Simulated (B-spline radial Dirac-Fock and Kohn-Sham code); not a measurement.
## Nd⁴⁺ 4f7/2: cross section and angular parameters

System: neodymium as Nd⁴⁺, [Xe] 4f2; threshold 59.76 eV (orbital energy of the model). Method: Dirac-Hartree-Slater photoionisation with a Latter tail; cross sections with all multipoles, angular parameters from the dipole term and its interference with E2. Computed with a radial atomic solver.

```
hν (eV)    σ (kb)      β      γ      δ
   71.3      1080  0.649  0.003  0.004
    100      1190  0.382  0.000  0.009
    130       969  0.399  0.001  0.013
    137       918  0.413  0.001  0.014
    299       249  0.769  0.025  0.030
    342       182  0.833  0.037  0.034
    352       169  0.846  0.039  0.035
    400       122  0.901  0.054  0.039
    641      31.9  1.048  0.152  0.059
    790      16.6  1.077  0.219  0.069
    800      16.0  1.078  0.224  0.070
   1200      4.11  1.069  0.387  0.096
 1253.6      3.53  1.064  0.407  0.099
   1350         ?      ?      ?      ?
   2350     0.351  0.920  0.709  0.167
   3140     0.112  0.833  0.856  0.214
   3450    0.0766  0.804  0.904  0.233
   3950    0.0439  0.763  0.973  0.262
   4000    0.0417  0.760  0.979  0.265
 5414.7    0.0115  0.670  1.127  0.344
   5640   0.00967  0.658  1.146  0.356
   6320   0.00588  0.625  1.197  0.391
   7410   0.00290  0.580  1.263  0.445
   7670   0.00249  0.571  1.276  0.458
 9251.7   0.00106  0.521  1.342  0.532
  11400  0.000406  0.471  1.401  0.626
  11600  0.000374  0.467  1.405  0.634
  15000  0.000112  0.414  1.462  0.768
```

Problem. Give the values at 1350 eV.

Solution. σ = 2.72 kb, β = 1.052, γ = 0.441, δ = 0.105.
